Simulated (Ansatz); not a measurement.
This geometry of GeH$_{4}$S$_{2}$ (7 atoms, charge 0, multiplicity 1) is a first-order saddle point.

The calculation used Ansatz 0.2.0, RKS BLYP/def2-SVP.

```xyz
7
Properties=species:S:1:pos:R:3
S -1.394 -1.892 0.412
S -1.505 0.158 -0.164
Ge 0.664 0.898 0.094
H -1.093 -2.421 -0.816
H 1.175 1.436 -1.276
H 0.693 2.055 1.135
H 1.522 -0.302 0.570
```

Problem. Which two structures does it join? (They come from a converged band through this point; their orientation in space is the band's.)

Solution. No bond is made or broken. The dihedral S1–S2–Ge3–H7 goes from -60 to 63°. The two ends are copies of one structure, up to a mirror image or an exchange of like atoms.

Initial state:

```xyz
7
Properties=species:S:1:pos:R:3
S -1.128 -2.047 -0.024
S -1.438 -0.005 0.537
Ge 0.675 0.824 0.245
H -1.404 -1.914 -1.361
H 1.092 0.671 -1.243
H 0.587 2.328 0.636
H 1.677 0.075 1.164
```

Final state:

```xyz
7
Properties=species:S:1:pos:R:3
S -1.843 -1.394 0.332
S -1.049 -0.048 -1.131
Ge 0.727 0.819 0.024
H -1.115 -2.500 -0.022
H 1.366 1.865 -0.935
H 0.234 1.498 1.330
H 1.743 -0.308 0.356
```

Problem. How far does it lie above each of them?

Solution. 0.070 eV above the first and 0.070 eV above the second. This is the barrier of this one path; another mechanism may lie lower.

Run time: 100 s on 1 CPU thread of a shared host.
